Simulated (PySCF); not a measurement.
PySCF input (HF/def2-TZVPD):

```python
from pyscf import gto, scf, dft

mol = gto.M(
    atom='''
    C    -0.06547347   -0.27621392   -0.88274398
    C    -1.20312415   -0.46372147    0.01665988
    Cl   -2.18182911    1.11398697    0.12894635
    C     1.17386005    0.34026456   -0.41121223
    Cl    2.22427000   -0.93494098    0.44326151
    H    -0.14182300   -0.59831085   -1.91212415
    H    -0.90483894   -0.66858765    1.04176552
    H    -1.91268687   -1.20723568   -0.32949217
    H     1.79853440    0.72565892   -1.20956492
    H     1.00774485    1.10271835    0.34566010
    ''',
    basis='def2-tzvpd',
    charge=0,
    spin=1,
    verbose=4,
)

mf = scf.UHF(mol).density_fit(auxbasis='def2-universal-jkfit')
mf.conv_tol = 1e-9
mf.max_cycle = 100
mf.max_memory = 1500
mf.kernel()
if not mf.converged:
    mf = mf.newton()
    mf.kernel(mf.make_rdm1())
for _ in range(2):
    mo, _, stable, _ = mf.stability(return_status=True)
    if stable:
        break
    mf.kernel(mf.make_rdm1(mo, mf.mo_occ))
mf.analyze()
```

End of the output:

```
Extra cycle  E= -1035.54150809687  delta_E= -8.14e-11  |g|= 4.21e-06  |ddm|= 1.43e-05
converged SCF energy = -1035.54150809687  <S^2> = 0.77399124  2S+1 = 2.023849
uhf_internal: lowest eigs of H = [0.31997162 0.32945248 0.37500257]
<class 'pyscf.df.df_jk.DFUHF'> wavefunction is stable in the internal stability analysis
**** SCF Summaries ****
Total Energy =                       -1035.541508096870530
Nuclear Repulsion Energy =             253.517083392645446
One-electron Energy =                -1931.431978260109645
Two-electron Energy =                  642.373386770593697
Two-electron Coulomb Energy =          714.864079642005663
DFT Exchange-Correlation Energy =      -72.490692871411966
HOMO-LUMO gap [eV] =                    11.486457217960004
**** MO energy ****
                             alpha | beta                alpha | beta
MO #1   energy= -104.826831950297  | -104.824819521048  occ= 1 | 1
MO #2   energy= -104.826831445941  | -104.824818991938  occ= 1 | 1
MO #3   energy= -11.3093305339022  | -11.3133426661591  occ= 1 | 1
MO #4   energy= -11.3093251725935  | -11.3133339767299  occ= 1 | 1
MO #5   energy= -11.2750596109437  | -11.2516402237305  occ= 1 | 1
MO #6   energy= -10.554265215988   | -10.5522945573811  occ= 1 | 1
MO #7   energy= -10.554264922915   | -10.5522939260012  occ= 1 | 1
MO #8   energy= -8.02374227512987  | -8.0182938260335   occ= 1 | 1
MO #9   energy= -8.02374104624792  | -8.01829358997679  occ= 1 | 1
MO #10  energy= -8.01934308470879  | -8.0180669240546   occ= 1 | 1
MO #11  energy= -8.01934300970748  | -8.01806688108702  occ= 1 | 1
MO #12  energy= -8.01921994625359  | -8.01619459037381  occ= 1 | 1
MO #13  energy= -8.01921987430226  | -8.01619311689144  occ= 1 | 1
MO #14  energy= -1.16870756556522  | -1.14570852462611  occ= 1 | 1
MO #15  energy= -1.1217060263666   | -1.11219221340459  occ= 1 | 1
MO #16  energy= -1.04194865428571  | -1.00299572771113  occ= 1 | 1
MO #17  energy= -0.930606301043511 | -0.928200837243967 occ= 1 | 1
MO #18  energy= -0.815852775559225 | -0.784349408979431 occ= 1 | 1
MO #19  energy= -0.695823809415451 | -0.690660269557874 occ= 1 | 1
MO #20  energy= -0.652288866027472 | -0.640336932576037 occ= 1 | 1
MO #21  energy= -0.602380437687168 | -0.587239424957538 occ= 1 | 1
MO #22  energy= -0.575076510433598 | -0.566289818344934 occ= 1 | 1
MO #23  energy= -0.572720217579683 | -0.543387802909612 occ= 1 | 1
MO #24  energy= -0.536367735799487 | -0.522179163786321 occ= 1 | 1
MO #25  energy= -0.453476951442628 | -0.446827247002341 occ= 1 | 1
MO #26  energy= -0.448535186410329 | -0.444662450859977 occ= 1 | 1
MO #27  energy= -0.446341422931341 | -0.440232558993945 occ= 1 | 1
MO #28  energy= -0.439723137816216 | -0.436498592264688 occ= 1 | 1
MO #29  energy= -0.373716159662163 | 0.0484033608031902 occ= 1 | 0
MO #30  energy= 0.0644217997795927 | 0.0649408608700165 occ= 0 | 0
MO #31  energy= 0.0716141279429858 | 0.0753553159436297 occ= 0 | 0
MO #32  energy= 0.0745009205578858 | 0.0760622371630642 occ= 0 | 0
MO #33  energy= 0.0780100698795267 | 0.0867483466666905 occ= 0 | 0
MO #34  energy= 0.0859682235459011 | 0.0877979108537841 occ= 0 | 0
MO #35  energy= 0.100103461054619  | 0.100535659947999  occ= 0 | 0
MO #36  energy= 0.102700977097539  | 0.103581059376309  occ= 0 | 0
MO #37  energy= 0.113996327955474  | 0.117099922777336  occ= 0 | 0
MO #38  energy= 0.133529597381014  | 0.134393532161204  occ= 0 | 0
MO #39  energy= 0.151109951032844  | 0.155982986438562  occ= 0 | 0
MO #40  energy= 0.161509323930991  | 0.163912118507659  occ= 0 | 0
MO #41  energy= 0.168559998273694  | 0.174457383942097  occ= 0 | 0
MO #42  energy= 0.173375328018944  | 0.17888081748288   occ= 0 | 0
MO #43  energy= 0.195458807287608  | 0.196508058644273  occ= 0 | 0
MO #44  energy= 0.20423174905261   | 0.205378216176277  occ= 0 | 0
MO #45  energy= 0.212855791243907  | 0.2273945690537    occ= 0 | 0
MO #46  energy= 0.224391754140019  | 0.228103852573462  occ= 0 | 0
MO #47  energy= 0.249476496415769  | 0.250426166402175  occ= 0 | 0
MO #48  energy= 0.250758755877765  | 0.253912264050209  occ= 0 | 0
MO #49  energy= 0.264657928064988  | 0.270635285949272  occ= 0 | 0
MO #50  energy= 0.26865717877847   | 0.271860692524752  occ= 0 | 0
MO #51  energy= 0.287626065880137  | 0.288856575004594  occ= 0 | 0
MO #52  energy= 0.296955477048418  | 0.299683709855063  occ= 0 | 0
MO #53  energy= 0.302747370820996  | 0.306263390969121  occ= 0 | 0
MO #54  energy= 0.305602187705246  | 0.310406404178841  occ= 0 | 0
MO #55  energy= 0.320797184833321  | 0.327128303129723  occ= 0 | 0
MO #56  energy= 0.330104610067094  | 0.331448752474278  occ= 0 | 0
MO #57  energy= 0.330247730638885  | 0.331456348407815  occ= 0 | 0
MO #58  energy= 0.339377452633626  | 0.343465714976441  occ= 0 | 0
MO #59  energy= 0.340773250815238  | 0.345721529809274  occ= 0 | 0
MO #60  energy= 0.351445695817208  | 0.352468328985896  occ= 0 | 0
MO #61  energy= 0.353940609210912  | 0.356412490390882  occ= 0 | 0
MO #62  energy= 0.363812669728404  | 0.366929040677055  occ= 0 | 0
MO #63  energy= 0.368926128452729  | 0.373078438380846  occ= 0 | 0
MO #64  energy= 0.384545738514215  | 0.386644003744013  occ= 0 | 0
MO #65  energy= 0.387134317293516  | 0.38895291418854   occ= 0 | 0
MO #66  energy= 0.39709346526504   | 0.400179906721997  occ= 0 | 0
MO #67  energy= 0.401995341607338  | 0.407201655730233  occ= 0 | 0
MO #68  energy= 0.407452894016626  | 0.411472090014477  occ= 0 | 0
MO #69  energy= 0.416707405056372  | 0.422951393209989  occ= 0 | 0
MO #70  energy= 0.419311861452908  | 0.428908906052828  occ= 0 | 0
MO #71  energy= 0.425611075103257  | 0.43316248747121   occ= 0 | 0
MO #72  energy= 0.436385819421515  | 0.446410942455089  occ= 0 | 0
MO #73  energy= 0.444611418564288  | 0.448006243692914  occ= 0 | 0
MO #74  energy= 0.459934925553368  | 0.460796018395457  occ= 0 | 0
MO #75  energy= 0.465010845495551  | 0.467061511975811  occ= 0 | 0
MO #76  energy= 0.467480184152628  | 0.469807396835974  occ= 0 | 0
MO #77  energy= 0.482676246771425  | 0.487083951499411  occ= 0 | 0
MO #78  energy= 0.486734734367039  | 0.488839878556622  occ= 0 | 0
MO #79  energy= 0.496879379384417  | 0.500165495062719  occ= 0 | 0
MO #80  energy= 0.503067974469644  | 0.510177216544244  occ= 0 | 0
MO #81  energy= 0.514049268973714  | 0.522455490375068  occ= 0 | 0
MO #82  energy= 0.522549962886171  | 0.523640020428442  occ= 0 | 0
MO #83  energy= 0.526065531776229  | 0.531175326836844  occ= 0 | 0
MO #84  energy= 0.531927424086534  | 0.534848141796701  occ= 0 | 0
MO #85  energy= 0.542051960989023  | 0.544889297558333  occ= 0 | 0
MO #86  energy= 0.545469537628643  | 0.550415883184779  occ= 0 | 0
MO #87  energy= 0.566558595576417  | 0.567929097538298  occ= 0 | 0
MO #88  energy= 0.596093030331904  | 0.601325951104928  occ= 0 | 0
MO #89  energy= 0.600370943631847  | 0.6021005680087    occ= 0 | 0
MO #90  energy= 0.625079516236394  | 0.628096663139673  occ= 0 | 0
MO #91  energy= 0.668811021681061  | 0.675353892786498  occ= 0 | 0
MO #92  energy= 0.668900499760037  | 0.697272273985992  occ= 0 | 0
MO #93  energy= 0.693392521307526  | 0.699938556418806  occ= 0 | 0
MO #94  energy= 0.697128769790313  | 0.705542373243238  occ= 0 | 0
MO #95  energy= 0.712152486340589  | 0.719437273631036  occ= 0 | 0
MO #96  energy= 0.722370024241643  | 0.725215477742317  occ= 0 | 0
MO #97  energy= 0.761116400361015  | 0.766271183270983  occ= 0 | 0
MO #98  energy= 0.762044964901136  | 0.768712507727509  occ= 0 | 0
MO #99  energy= 0.773633222267203  | 0.778133768696547  occ= 0 | 0
MO #100 energy= 0.795346300757159  | 0.798682123192399  occ= 0 | 0
MO #101 energy= 0.811878706956205  | 0.820822924224163  occ= 0 | 0
MO #102 energy= 0.819966289471271  | 0.825941494143661  occ= 0 | 0
MO #103 energy= 0.82677511463411   | 0.838115089812053  occ= 0 | 0
MO #104 energy= 0.835464962058608  | 0.840648283393177  occ= 0 | 0
[...]
```

It need not be the lowest isomer of its formula.
